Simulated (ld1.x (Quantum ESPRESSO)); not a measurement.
# Scattering properties, PAW potential for selenium

```
Element                 : selenium
Generator               : ld1.x (Quantum ESPRESSO) 7.5
Type                    : PAW
Functional              : PBE
Relativity              : scalar-relativistic
Frozen core             : [Ar] 3d10
Valence charge          : 6
Reference configuration : 4s2 4p4
Partial waves           : 4s (bound): rcut 1.30, rcutus 1.70 bohr; 4s channel at 0.7 Ry: rcut 1.30, rcutus 1.70 bohr; 4p (bound): rcut 2.10, rcutus 2.25 bohr; 4p channel at -0.1 Ry: rcut 2.10, rcutus 2.25 bohr; 4d channel at 0.05 Ry: rcut 1.55, rcutus 1.90 bohr; 4d channel at 1 Ry: rcut 1.55, rcutus 1.90 bohr
Local potential         : all-electron potential smoothed inside 1.80 bohr (lloc = -1)
Core correction         : Bessel-smoothed model core, default radius (core density twice the valence density)
Augmentation charge     : PSQ, inside the norm-conserving radii
```

The phase is arctan(r·u′/u) with u = r·R(r), unwrapped; energies in Ry, scanned from -3 to 5 Ry. A pole is an energy at which the radial function vanishes at the test radius. The pseudo phase is shifted by a multiple of π to meet the all-electron one at the reference energy, and phase errors are pseudo minus all-electron; the curves can meet again beyond the range given. Levels narrower than the energy grid can be missing from the lists of poles.

```tsv
channel	radius (bohr)	reference energy (Ry)	poles, all-electron	poles, pseudo	unbroken range about the reference energy with phases within 0.05 rad	phase error 1 Ry above the reference energy (rad)
s	2.44	-1.27	-0.46	-0.46	the whole range	+0.000
p	2.44	-0.48	0.84	0.84	below 3.6	-0.000
d	2.44	0.05	3.08	2.54, 3.53	below 2.5	-0.000
```

Phases in the d channel:

```
E (Ry)  all-electron  pseudo
 -3.00         1.343   1.339
 -2.52         1.322   1.320
 -2.04         1.296   1.295
 -1.56         1.261   1.260
 -1.08         1.212   1.211
 -0.60         1.133   1.133
 -0.12         0.991   0.991
  0.36         0.667   0.667
  0.84        -0.160  -0.160
  1.32        -0.976  -0.977
  1.80        -1.297  -1.301
  2.28        -1.443  -1.462
  2.76        -1.528  -4.380
  3.24        -1.589  -4.676
  3.72        -1.640  -4.731
  4.20        -1.690  -4.772
  4.68        -1.747  -4.807
```
